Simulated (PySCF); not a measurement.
## Computed spin Hamiltonian

Compound: C5H8FO2 (doublet state).
Structure used (GFN2-xTB), in Å, numbered top down from 1:
```
atom  x, y, z in Å
C1     2.2384    0.1237   -0.1073
C2     1.4409   -0.7589    0.8426
O3     0.1665   -0.2130    1.1754
C4    -0.7728   -0.2587    0.1905
O5    -0.6980    0.7929   -0.8041
C6    -1.9548    1.2497   -0.4584
C7    -2.1640    0.2503    0.6192
F8    -3.1895   -0.6611    0.4608
H9     2.3741    1.1097    0.3289
H10    3.2124   -0.3236   -0.2864
H11    1.7167    0.2353   -1.0543
H12    1.3016   -1.7600    0.4108
H13    1.9516   -0.8529    1.8033
H14   -0.8027   -1.2291   -0.3304
H15   -2.6067    1.6909   -1.1840
H16   -2.2215    0.6139    1.6495
```

The hyperfine couplings belong to this conformer and change with its torsions.

The species is `CCO[C@@H]1O[CH][C@H]1F` [radical].

Method used: UKS B3LYP, pcH-1 on C F H O, non-relativistic, mean-field spin-orbit, GIAO in PySCF 2.14.0. Isolated species at its GFN2-xTB geometry (one conformer only). Couplings are sensitive to structure, and on GFN2-xTB geometries they can be far from those on DFT ones. The SCF solution wasn't tested for stability.

| Quantity | Value |
| --- | --- |
| g1, g2, g3 | 2.00201, 2.00305, 2.00451 |
| g_iso | 2.00319 |
| Form of g | rhombic: the two nearest values differ by 42 % of g3 − g1 |
| ⟨S²⟩ | 0.7538 (exact 0.7500) |
| α and β electrons | 32, 31 |
| Basis functions | 280 |

Isotropic coupling and dipolar principal values T1 to T3, in G; ρ(0) is the spin density at the nucleus (MHz turned into gauss with g_iso; 10 G = 1 mT):

```
atom  isotope  a_iso     T1     T2    T3  Mulliken spin population  ρ(0) (bohr⁻³)
  C1      13C    0.0   -0.1   -0.1   0.2                      0.00        -0.0001
  C2      13C    0.4   -0.1   -0.1   0.2                      0.00         0.0011
  O3      17O    1.2   -0.2    0.0   0.2                      0.00        -0.0054
  C4      13C    3.6   -0.9   -0.6   1.5                     -0.01         0.0090
  O5      17O  -12.0  -27.9   13.4  14.5                      0.16         0.0555
  C6      13C   55.3  -26.0  -25.6  51.6                      0.84         0.1378
  C7      13C   -2.8   -1.2    0.3   0.9                     -0.01        -0.0069
  F8      19F   80.6  -23.3  -19.7  42.9                      0.02         0.0537
  H9       1H    0.0   -0.4   -0.4   0.8                      0.00         0.0000
 H10       1H    0.0   -0.2   -0.2   0.4                      0.00         0.0000
 H11       1H    0.0   -0.7   -0.6   1.4                      0.00         0.0000
 H12       1H    0.0   -0.3   -0.3   0.7                      0.00         0.0000
 H13       1H    0.0   -0.2   -0.2   0.5                      0.00         0.0000
 H14       1H    1.2   -1.4   -1.1   2.4                      0.00         0.0007
 H15       1H  -12.0  -12.0   -0.7  12.7                     -0.03        -0.0075
 H16       1H   18.6   -2.2   -0.9   3.1                      0.02         0.0117
```

Largest spin populations (Mulliken): C6 (+0.84) and O5 (+0.16). The angles at C6 add up to 349.5°, so it is slightly pyramidal.

Axes: g2 points within 12° of the O5–C6 bond and g3 points within 9° of the C4–O5 bond.

Under fast tumbling the dipolar parts average out, and these isotropic splittings remain: 1 × 19F (F8, I = 1/2, 2 lines) with 8.06 mT, 1 × 1H (H16, I = 1/2, 2 lines) with 1.86 mT, 1 × 1H (H15, I = 1/2, 2 lines) with 1.20 mT and 1 × 1H (H14, I = 1/2, 2 lines) with 0.12 mT.

The 13C coupling of C6 (155.0 MHz) shows only in satellite lines or after enrichment, since that isotope makes up about 1.07 % of natural carbon.

The 17O coupling of O5 (-33.6 MHz) shows only in satellite lines or after enrichment, since that isotope makes up about 0.038 % of natural oxygen.

On one thread of an Arm Neoverse V2, no GPU, shared host with 32 logical CPUs at a one-minute load of 25, this took 74 s of wall time (grids of density and orbitals included) and 0.97 GiB of memory at its peak.
